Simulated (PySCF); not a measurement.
C₆H₆F₂N (doublet state).
Cartesian coordinates in Å at the GFN2-xTB level; atoms count from 1:
```
atom  x, y, z in Å
F1     2.648   -1.563    0.259
C2     2.695   -0.329   -0.299
F3     2.803   -0.513   -1.636
C4     1.471    0.428    0.034
N5     0.965    1.200    0.885
C6     0.088    0.765   -0.263
C7    -1.022   -0.200    0.007
C8    -1.915   -0.624   -1.076
C9    -2.454    0.315   -0.100
H10    3.609    0.176    0.057
H11   -0.115    1.515   -1.019
H12   -0.772   -0.913    0.791
H13   -2.235   -1.592   -1.394
H14   -3.208   -0.009    0.609
H15   -2.564    1.354   -0.382
```

The hyperfine couplings belong to this conformer and change with its torsions.

As a line formula: `FC(F)C1=N[C@@H]1[C@@H]1[CH]C1` [radical].

Computed with UKS B3LYP, pcH-1 on C F H N, non-relativistic, mean-field spin-orbit, GIAO (PySCF 2.14.0). Isolated species at its GFN2-xTB geometry (one conformer only). Couplings are sensitive to structure, and on GFN2-xTB geometries they can be far from those on DFT ones. No stability test was run, so a lower SCF solution isn't excluded.

Principal values of hyperfine tensors in MHz (contact and dipolar terms together), for some of the nuclei:

```json
{"atom": "C8", "isotope": "13C", "A1": "197.82", "A2": "202.05", "A3": "422.19"}
{"atom": "H15", "isotope": "1H", "A1": "87.83", "A2": "90.24", "A3": "104.91"}
{"atom": "H14", "isotope": "1H", "A1": "55.17", "A2": "58.28", "A3": "67.77"}
{"atom": "C6", "isotope": "13C", "A1": "49.78", "A2": "50.47", "A3": "58.36"}
{"atom": "C9", "isotope": "13C", "A1": "-25.09", "A2": "-20.13", "A3": "-15.19"}
{"atom": "C7", "isotope": "13C", "A1": "-22.79", "A2": "-18.80", "A3": "-13.26"}
{"atom": "H13", "isotope": "1H", "A1": "-47.96", "A2": "-18.00", "A3": "23.86"}
{"atom": "H11", "isotope": "1H", "A1": "-6.03", "A2": "-4.28", "A3": "5.23"}
```

(1) Give the isotropic coupling of each nucleus in MHz and in mT (g = 2.0027), and the anisotropic part.

(2) What spin density at the nucleus of H14 lies behind its contact coupling (g_N = 5.58569)?

(3) H12 (1H, g_N = 5.58569) isn't in the table. Its spin density at the nucleus is 0.01089 bohr⁻³. What is its contact coupling?

(4) Which nucleus of the table has the largest anisotropic coupling, and what is its form?

(5) What first-order splitting does H15 cause when the field lies along A1, A2 or A3 of its tensor (g taken as isotropic, no quadrupole term)?

Answers

(1) a_iso is a third of the trace, T = A − a_iso, and a(mT) = a(MHz)/(g × 13.996).

| atom | a_iso (MHz) | a_iso (mT) | T1 | T2 | T3 |
| --- | --- | --- | --- | --- | --- |
| C8 | 274.02 | 9.776 | -76.20 | -71.97 | 148.17 |
| H15 | 94.33 | 3.365 | -6.50 | -4.09 | 10.58 |
| H14 | 60.41 | 2.155 | -5.24 | -2.13 | 7.36 |
| C6 | 52.87 | 1.886 | -3.09 | -2.40 | 5.49 |
| C9 | -20.14 | -0.718 | -4.95 | 0.01 | 4.94 |
| C7 | -18.29 | -0.652 | -4.50 | -0.52 | 5.02 |
| H13 | -14.03 | -0.501 | -33.93 | -3.96 | 37.89 |
| H11 | -1.69 | -0.060 | -4.34 | -2.58 | 6.93 |

(2) a_FC = (2μ0/3) gₑ μB g_N μN ρ(0)/(2S·h) = 800.24 MHz × g_N × ρ(0)/(2S), with ρ in bohr⁻³. With a_FC = 60.41 MHz and 2S = 1, ρ(0) = 0.01351 bohr⁻³. In magnitude that is 4.2 % of the 1/π = 0.318 of a free hydrogen atom.

(3) By the same relation, a_FC = 48.7 MHz. Its full tensor has the principal values 43.13, 46.84, 56.05 MHz.

(4) C8: -76.2, -72.0, 148.2 MHz, nearly axial, close to the ratio −1:−1:+2, the form that spin in one p orbital centred on that nucleus gives.

(5) 2 lines (I = 1/2), spaced by |A_i|/(g × 13.996): 3.13, 3.22, 3.74 mT along the axes of A1, A2 and A3.
